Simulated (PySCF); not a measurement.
Te(H)(Cl), HClTe, SMILES Cl[TeH] (B3LYP/def2-SVP optimised geometry):

```
3

Te    -1.138    -0.836     0.000
H     -1.262     0.836     0.000
Cl     1.262    -0.836     0.000
```

Method: B3LYP/def2-TZVP, def2 effective core potentials past Kr in PySCF.

Q: What are the frontier orbital energies and the dipole moment?

A: HOMO-2 -9.24 eV, HOMO-1 -8.65 eV, HOMO -6.48 eV, LUMO -3.06 eV, LUMO+1 -0.90 eV; dipole moment 2.08 D.

On the same geometry PySCF with PBE/def2-TZVP, def2 effective core potentials past Kr gives HOMO-2 -8.10 eV, HOMO-1 -7.58 eV, HOMO -5.59 eV, LUMO -3.68 eV, LUMO+1 -1.46 eV; dipole moment 1.94 D.
